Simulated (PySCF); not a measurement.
## Continuum solvent and chemical shifts

Structure with atom numbers: `[CH3:1][Si@@H:2]1[CH2:3][C@H:4]1[C:5]([F:6])([F:7])[F:8]`; H(Xn) means a hydrogen on atom n. Ha(C3) is cis to C1 on the ring; Hb(C3) is trans to C1 on the ring.

GIAO PBE0/pcSseg-1 in PySCF 2.14.0 with density-fitted response routines on one PBE0-D3(BJ)/def2-SVP conformer, non-relativistic, equivalent nuclei averaged. Solvents enter as an IEF-PCM continuum (cyclohexane with ε = 2.0, benzene with ε = 2.3) around the gas-phase geometry. Shifts are referred to TMS, CFCl3 computed in the same medium.

Gas phase, δ in ppm: C5 133.1, C4 14.4, C3 -2.3, C1 -8.4, Si2 -102.2, F6/F7/F8 -76.2, H(Si2) 3.39, H(C4) 1.13, Hb(C3) 0.78, Ha(C3) 0.72, H(C1) 0.29. Dipole moment 3.55 D.

Q: How does each δ change in the continuum?

A: 
```json
{"atoms": "C5", "environment": "CF3 carbon", "Δδ, cyclohexane": "+0.8", "Δδ, benzene": "+1.0"}
{"atoms": "C4", "environment": "three-membered-ring carbon", "Δδ, cyclohexane": "+0.1", "Δδ, benzene": "+0.1"}
{"atoms": "C3", "environment": "three-membered-ring carbon", "Δδ, cyclohexane": "-0.1", "Δδ, benzene": "-0.1"}
{"atoms": "C1", "environment": "methyl carbon bonded to Si", "Δδ, cyclohexane": "0.0", "Δδ, benzene": "0.0"}
{"atoms": "Si2", "environment": "silicon bonded to 3 C, H, in a 3-membered ring", "Δδ, cyclohexane": "+0.6", "Δδ, benzene": "+0.6"}
{"atoms": "F6/F7/F8", "environment": "fluorine of a CF3 group", "Δδ, cyclohexane": "0.0", "Δδ, benzene": "+0.1"}
{"atoms": "H(Si2)", "environment": "hydrogen on a silicon bonded to 3 C, in a 3-membered ring", "Δδ, cyclohexane": "0.00", "Δδ, benzene": "0.00"}
{"atoms": "H(C4)", "environment": "hydrogen on a three-membered-ring carbon", "Δδ, cyclohexane": "+0.11", "Δδ, benzene": "+0.13"}
{"atoms": "Hb(C3)", "environment": "hydrogen on a three-membered-ring carbon", "Δδ, cyclohexane": "-0.02", "Δδ, benzene": "-0.02"}
{"atoms": "Ha(C3)", "environment": "hydrogen on a three-membered-ring carbon", "Δδ, cyclohexane": "+0.06", "Δδ, benzene": "+0.07"}
{"atoms": "H(C1)", "environment": "hydrogen on a methyl carbon bonded to Si", "Δδ, cyclohexane": "+0.06", "Δδ, benzene": "+0.06"}
```

Changes are relative to the gas phase. The dipole moment becomes 3.84 D in cyclohexane, 3.88 D in benzene.

Q: Which of the listed nuclei move most (in ppm), and what does the model miss?

A: C5 (CF3 carbon, +1.0 ppm) in benzene. A continuum only polarises the solute; specific hydrogen bonds, the anisotropy of aromatic solvents and changes of geometry or conformer are outside it.
